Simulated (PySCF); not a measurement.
Several orderings of computed values.

All species are isolated and taken at one optimised geometry, non-relativistic unless stated; the electronic structure was computed with PySCF and density fitting.

Dipoles, sizes and rotational constants follow the conformer. The torsions of the flexible species, by atom-mapped SMILES:
- `[CH3:1][CH:2]([CH3:3])[P@@H+:4]([CH3:5])[CH:6]1[CH2:7][CH2:8]1`: C1–C2–P4–C5 179°, C2–P4–C6–C7 92°
- `[CH3:1][C:2](=[O:3])[O:4][C:5](=[O:6])[SiH2:7][N:8]([SiH3:9])[SiH3:10]`: C1–C2–O4–C5 170°, C2–O4–C5–O6 -10°, O4–C5–Si7–N8 179°, C5–Si7–N8–Si9 -175°
- `[CH3:1][O:2][SiH2:3][Si@H:4]([OH:5])[n:6]1[cH:7][cH:8][cH:9][cH:10]1`: C1–O2–Si3–Si4 -177°, O2–Si3–Si4–O5 -72°, Si3–Si4–N6–C7 -47°, H–O5–Si4–Si3 54°
- `[CH3:1][CH:2]([CH3:3])[P-:4][C:5]([CH3:6])([CH3:7])[CH3:8]`: C1–C2–P4–C5 134°, C2–P4–C5–C6 58°
- `[CH3:1][CH2:2][CH2:3][P@+:4]1([CH3:5])[CH2:6][C@@H:7]1[CH3:8]`: C1–C2–C3–P4 -56°, C2–C3–P4–C5 -56°
- `[O:1]=[C:2]([F:3])[C:4]([F:5])([F:6])[C:7]([F:8])([F:9])[C:10](=[O:11])[F:12]`: O1–C2–C4–F5 152°, C2–C4–C7–F8 -41°, C4–C7–C10–O11 -86°
- `[CH3:1][O:2][Si@H:3]([SiH2:4][OH:5])[n:6]1[cH:7][cH:8][cH:9][cH:10]1`: C1–O2–Si3–Si4 -52°, O2–Si3–Si4–O5 74°, O2–Si3–N6–C7 64°, H–O5–Si4–Si3 175°
- `[CH3:1][CH2:2][C@@H:3]1[CH2:4][CH2:5][P@@H+:6]1[CH2:7][CH3:8]`: C1–C2–C3–C4 173°, C5–P6–C7–C8 76°
- `[CH2:1]=[CH:2][c:3]1[p:4][c:5]([CH:6]2[CH2:7][CH2:8]2)[cH:9][s:10]1`: C1–C2–C3–P4 -179°, P4–C5–C6–C7 -148°

The conformers of `C[P+]1(C)CCCCC1`, `C[Si]1(C)N[SiH2]N[Si@H](O)N1`, `C1=CCP(c2cccs2)C1` and `S=[PH]1Cc2ccccc2C1` aren't listed.

Question: Rank by smallest rotational constant, lowest first (GFN2-xTB).
A. `C(OC(=O)C)(=O)[SiH2]N([SiH3])[SiH3]`
B. `[P@@+]1(C[C@@H]1C)(CCC)C`
C. `CC(C)[P-]C(C)(C)C`
D. `O=C(F)C(F)(F)C(F)(F)C(=O)F`
E. `CO[SiH2][Si@H](O)n1cccc1`
F. `CC(C)[P@@H+](C)C1CC1`
G. `CO[Si@H]([SiH2]O)N1C=CC=C1`

Answer: A (0.330 GHz), E (0.428 GHz), G (0.514 GHz), D (0.744 GHz), F (0.883 GHz), C (0.975 GHz), B (1.036 GHz).

Question: Rank by HOMO energy, highest first (PBE0/pcSseg-1 at GFN2-xTB geometries).
A. `C[Si]1(C)N[SiH2]N[Si@H](O)N1`
B. `c1sc(C=C)pc1C1CC1`
C. `CC[C@@H]1CC[P@@H+]1CC`
D. `O=C(F)C(F)(F)C(F)(F)C(=O)F`
E. `CCC[P@+]1(C)C[C@@H]1C`
F. `C[P+]1(C)CCCCC1`

Answer: B (-6.34 eV), A (-7.11 eV), D (-10.09 eV), E (-12.78 eV), F (-12.98 eV), C (-13.31 eV).

Q: Give the two extremes of that set in hartree.

A: `CC[C@@H]1CC[P@@H+]1CC`: -0.489 Eh; `C=Cc1pc(C2CC2)cs1`: -0.233 Eh.

Question: Rank by dipole moment, lowest first (PBE0/pcSseg-1 at GFN2-xTB geometries).
A. `O=C(F)C(F)(F)C(F)(F)C(=O)F`
B. `CO[SiH2][Si@H](O)n1cccc1`
C. `[SiH3]N([SiH2]C(=O)OC(=O)C)[SiH3]`
D. `CO[Si@H]([SiH2]O)n1cccc1`
E. `C=Cc1pc(C2CC2)cs1`

Answer: E (1.27 D), A (1.46 D), D (3.40 D), C (3.60 D), B (3.90 D).

Q: By how much do the two ends of that ranking differ?

A: By 2.63 D, between `CO[SiH2][Si@H](O)n1cccc1` and `C=Cc1pc(C2CC2)cs1`.

Question: Rank by HOMO–LUMO gap, lowest first (PBE0/pcSseg-1 at GFN2-xTB geometries).
A. `O=C(F)C(F)(F)C(F)(F)C(=O)F`
B. `CC(C)[P@@H+](C)C1CC1`
C. `C1=CCP(c2cccs2)C1`
D. `CC[C@@H]1CC[P@@H+]1CC`
E. `S=[PH]1Cc2ccccc2C1`
F. `C[Si]1(C)N[SiH2]N[Si@H](O)N1`

Answer: E (5.84 eV), C (6.01 eV), A (7.81 eV), F (8.05 eV), D (8.56 eV), B (9.38 eV).

Q: Give the two extremes of that set in kcal/mol.

A: `S=[PH]1Cc2ccccc2C1`: 135 kcal/mol; `CC(C)[P@@H+](C)C1CC1`: 216 kcal/mol.
